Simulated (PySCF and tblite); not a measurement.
C₆H₁₀F₂, numbered as in [F:1][C:2]1([F:3])[CH2:4][CH2:5][CH2:6][CH2:7][CH2:8]1.

Geometries GFN2-xTB; weights from B3LYP-D3(BJ)/def2-SVP (IEF-PCM, cyclohexane) energies and GFN2-xTB thermal corrections, with symmetry numbers and mirror pairs. Conformers within 3 kcal/mol (GFN2-xTB free energy) were kept, 6 at most. Couplings: B3LYP/6-31G* with pcJ-1 on H, F (gas phase; spin-dipole term only for pairs with B, N, F, Si or P). Couplings are for ¹⁹F, ¹H; a prime marks the second kind of pair between the same two sets of atoms. H–H couplings come out 0.1 to 0.9 Hz lower than with pcJ-1 on all atoms. (PySCF 2.14, tblite 0.8.)

The 6-ring runs over atoms 2–4–5–6–7–8.

```tsv
conformer	shape	weight %
1	6-ring chair (F3 axial)	100.0
```

Problem. Give the couplings in each conformer and the averages at 298.15 K (pairs that fast motion interchanges averaged).

Solution. 
```tsv
coupling	pairs	1	average (Hz)
³J(F1,H4)	4	17.0	17.0
³J(F1,H4′)	4	6.5	6.5
²J(H4,H4)	2	-14.2	-14.2
³J(H4,H5)	4	8.6	8.6
³J(H4,H5′)	4	4.4	4.4
²J(H5,H5)	2	-14.0	-14.0
³J(H5,H6)	4	8.3	8.3
³J(H5,H6′)	4	3.4	3.4
²J(H6,H6)	1	-13.7	-13.7
```

Computed couplings to fluorine can be off by tens of per cent at such levels.

F–F couplings are left out: such levels miss them by tens of Hz and can give the wrong sign.
